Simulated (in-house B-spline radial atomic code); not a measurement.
A fraction x of an electron is removed from 4d in Cd⁵⁺, starting from [Kr] 4d7 and keeping the highest spin. Method: non-relativistic LDA VWN5, spin-polarised, spherical fractional occupations, point nucleus. Calculated with a radial B-spline atomic code at the basis-set limit.

| x | E(x) - E(0) (eV) | 4d down level (eV) |
| --- | --- | --- |
| 0 | 0.0000 | -79.942 |
| 0.05 | 4.0194 | -80.835 |
| 0.14 | 11.3671 | -82.448 |
| 0.28 | 23.0863 | -84.972 |
| 0.48 | 40.4435 | -88.606 |
| 0.5 | 42.2192 | -88.971 |
| 0.55 | 46.6906 | -89.886 |
| 0.66 | 56.6891 | -91.905 |
| 0.79 | 68.7926 | -94.305 |
| 0.89 | 78.3157 | -96.160 |
| 1 | 89.0059 | -98.209 |

The exact functional would give a straight line between the two integer points. Deviations E(x) - E(0) - x[E(1) - E(0)], in eV: -0.431 at x = 0.05, -1.094 at x = 0.14, -1.835 at x = 0.28, -2.279 at x = 0.48, -2.284 at x = 0.5, -2.263 at x = 0.55, -2.055 at x = 0.66, -1.522 at x = 0.79, -0.9 at x = 0.89.

The curve lies below the straight line by up to 2.284 eV (at x = 0.5): convex, the delocalisation error that favours fractional charges.

**Question.** How well does Slater's transition state (minus the level at half occupation) give the ionisation energy?

**Answer.** It gives 88.971 eV against 89.006 eV from the two total energies; NIST lists 87.00 eV, ground level to ground level.
